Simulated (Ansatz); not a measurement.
Mg₃O₄⁻: single points at one geometry.

```yaml
crystal:
  periodic: [false, false, false]
  atoms:
    - {symbol: Mg, position_ang: [0.879419, 1.073006, 0.004285]}
    - {symbol: Mg, position_ang: [0.962667, -1.562990, 0.125234]}
    - {symbol: Mg, position_ang: [-1.957796, 1.047115, -0.156380]}
    - {symbol: O, position_ang: [-0.860503, -2.042202, 0.034178]}
    - {symbol: O, position_ang: [2.232316, -0.238154, 0.144935]}
    - {symbol: O, position_ang: [-0.518165, 2.262782, -0.124933]}
    - {symbol: O, position_ang: [-0.737938, -0.539548, -0.027309]}
basis:
  gaussian: {orbitals: def2-TZVPD, initial_orbitals: start.molden}
total_charge: -1
magnetization: {spin_polarized: true, initial_magnetization: 1}
hamiltonian: {xc: pbe0, dispersion: d4}
scf: {omitted_lower_state_checks: [starts]}
output: {orbitals: {seedname: orbitals}}
```

The file start.molden holds the orbitals of an earlier run on this structure, at another level or in another basis.

```sh
$ ansatz run in.yaml --threads 4 --pin off --events-out ev --progress --plain --max-ram 8704MiB
```

Shortened log:

```
Functional definition: PBE0
1660 factors; their error is unknown
mean field evaluation 1: about -24505.6432 eV, gradient 1.4e2 eV
mean field evaluation 2: about -24510.8306 eV, gradient 6.1e0 eV
mean field evaluation 4: about -24511.1005 eV, gradient 5.3e-3 eV
mean field evaluation 8: about -24511.2392 eV, gradient 2.5e-5 eV
mean field -24511.23921886 eV, -900.7714269783 hartree, gradient 2.5e-5 eV, S^2 0.750890; 0 other end points of the search recorded, 0 dependent functions left out
reference -24511.23926092 eV, -900.7714285239 hartree; 35, 34 occupied and 230, 231 virtual orbitals, 1660 factors
Total energy: -24511.42051264 eV, -900.7780894019 hartree
Checks for a lower state left out: starts
```

Run time 43 s (4 threads of AMD EPYC on a shared host), peak host memory 1.3 GiB.

The first input with `hamiltonian: {xc: r2scan, dispersion: d4}` (abridged; 37 s):

```
Functional definition: r2SCAN
mean field -24523.07668398 eV, -901.2064457980 hartree, gradient 3.1e-5 eV, S^2 0.751632
Total energy: -24523.12715925 eV, -901.2083007298 hartree
Checks for a lower state left out: starts
```

The first input with `correlation: {method: mp2}` and without the key `hamiltonian` (abridged; 45 s):

```
Functional definition: HF
mean field -24449.58488720 eV, -898.5056720808 hartree, gradient 3.0e-6 eV, S^2 0.750918
7 core orbitals not correlated: weight in the atoms' cores, before any rotation towards them, 1.000 or more for the frozen orbitals, at most 0.000 for the correlated occupied ones
second order -43.32509186 eV of doubles, -0.00000000 eV of singles
Total energy: -24492.90997906 eV, -900.0978398397 hartree
Checks for a lower state left out: starts
```

The first input with `hamiltonian: {xc: {name: PBE-QIDH}}` and without the key `output` (abridged; 52 s):

```
Functional definition: PBE-QIDH
mean field -24491.38632872 eV, -900.0418467226 hartree, gradient 3.1e-6 eV, S^2 0.750814
7 core orbitals not correlated: weight in the atoms' cores, before any rotation towards them, 1.000 or more for the frozen orbitals, at most 0.000 for the correlated occupied ones
second order -48.25586784 eV of doubles, -0.00000000 eV of singles
Total energy: -24507.47163687 eV, -900.6329708942 hartree
Checks for a lower state left out: starts
```

The first input with `hamiltonian: {xc: pbe, dispersion: d4}`, `output: {forces: true, orbitals: {seedname: orbitals}}` (abridged; 24 s):

```
Functional definition: PBE
mean field -24510.67821067 eV, -900.7508103076 hartree, gradient 2.0e-5 eV, S^2 0.751111
Total energy: -24510.88984668 eV, -900.7585877875 hartree
Atom 0 force     0.108196    -0.019471     0.009218 eV/Å
Atom 1 force    -0.010512    -0.165620     0.005441 eV/Å
Atom 2 force    -0.076097    -0.062571    -0.002708 eV/Å
Atom 3 force    -0.156192    -1.039441     0.037741 eV/Å
Atom 4 force     0.279849     0.089026     0.012390 eV/Å
Atom 5 force    -0.066062     0.197464    -0.013446 eV/Å
Atom 6 force    -0.079182     1.000614    -0.048635 eV/Å
Dipole moment:     0.830191    -0.829922     0.081783 e Å
Checks for a lower state left out: starts
```

First input, but with `hamiltonian: {xc: {name: BLYP}, dispersion: d4}` (abridged; 23 s):

```
Functional definition: BLYP
mean field -24528.93363555 eV, -901.4216847983 hartree, gradient 4.5e-5 eV, S^2 0.750921
Total energy: -24529.38596592 eV, -901.4383076325 hartree
Checks for a lower state left out: starts
```

The first input with `hamiltonian: {xc: {name: B97M-V}}` (abridged; 71 s):

```
Functional definition: B97M-V
mean field -24522.47578373 eV, -901.1843631211 hartree, gradient 2.6e-5 eV, S^2 0.751420
Total energy: -24522.47586161 eV, -901.1843659829 hartree
Checks for a lower state left out: starts
```

Geometry: PBE0-D4/def2-SVPD.

Correlated methods freeze 7 core orbitals; core or outer-core shells of Mg are correlated, in sets that lack core-valence functions. The structure holds one bond between oxygen atoms, so isomers without such links may lie far lower. At r2SCAN-D4/def2-TZVPD, PBE-D4/def2-TZVPD, BLYP-D4/def2-TZVPD, B97M-V/def2-TZVPD the highest occupied level of the charge -1 doublet lies above zero (up to 0.57 eV). The electron is either unbound and held by the finite basis, or the level is raised by self-interaction error. Another isomer (doublet) lies 0.49 eV lower at PBE0-D4/def2-TZVPD; other spin states weren't run for this one.
